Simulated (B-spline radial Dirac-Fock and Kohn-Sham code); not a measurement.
## Pd²⁺ 4p1/2: cross section and angular parameters

System: the Pd²⁺ ion, [Kr] 4d8; threshold 86.45 eV (orbital energy of the model). Model: Dirac-Hartree-Slater photoionisation with a Latter tail; cross sections with all multipoles, angular parameters from the dipole term and its interference with E2. Program: a B-spline atomic structure program.

For linearly polarised light dσ/dΩ = σ/(4π) [1 + β P₂(cos θ) + (δ + γ cos²θ) sin θ cos φ], with θ from the polarisation vector and φ the angle between the beam and the projection of the electron momentum on the plane normal to the polarisation.

```csv
hν (eV),σ (kb),β,γ,δ
105,183,0.371,0.435,-0.061
115,148,-0.024,0.495,-0.075
127,128,-0.217,0.267,-0.046
152,115,-0.023,-0.053,0.014
196,106,0.555,-0.004,0.037
258,94.3,1.018,0.162,0.027
300,85.1,1.197,0.210,0.019
347,75.1,1.332,0.225,0.013
400,65.0,1.432,0.212,0.008
446,57.7,1.492,0.190,0.005
487,52.1,1.533,0.166,0.004
711,31.2,1.644,0.048,0.000
800,26.1,1.662,0.018,0.000
962,19.3,1.680,-0.014,-0.001
1000,18.1,1.682,-0.018,-0.001
1253.6,12.2,1.684,-0.019,0.000
1350,10.7,1.682,-0.011,0.000
1486.9,8.93,1.676,0.006,0.000
1500,8.78,1.675,0.008,0.000
1510,8.67,1.675,0.009,0.000
2984.4,2.12,1.577,0.331,0.008
5414.7,0.509,1.425,0.830,0.032
7360,?,?,?,?
8950,0.134,1.258,1.323,0.076
9890,0.101,1.221,1.422,0.089
```

Question: Give the values at 7360 eV.

Answer: σ = 0.228 kb, β = 1.326, γ = 1.128, δ = 0.056.

Values without a named source are computed, but for edge energies of neutral atoms, which are taken from tables.
